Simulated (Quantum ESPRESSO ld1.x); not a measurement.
Problem. These are the eigenvalues of the occupied orbitals of an atom or ion with whole-number occupations (eV). All-electron calculation, scalar-relativistic Kohn-Sham, LDA (Slater exchange, Perdew-Wang correlation), spin-polarised, spherical densities, point nucleus. Program: ld1.x of Quantum ESPRESSO 7.5.

1s up: -36833.6
1s down: -36792.0
2s up: -8488.00
2s down: -8425.78
2p up: -8062.83

Which element is it, and in what charge state? The configuration may be excited. Open shells, if any, are filled with parallel spins first.

Solution. Z = 53, iodine, charge +46: I46+ in [He] 2s2 2p3. The list shows which subshells hold electrons but not how many an open one holds; the 1s level, -1353.6 hartree, gives Z - s = 52.0 by -(Z - s)^2/2, which with screening and relativity narrows Z to a few neighbours, and the depths of the outer levels then fix element, charge and occupations together.
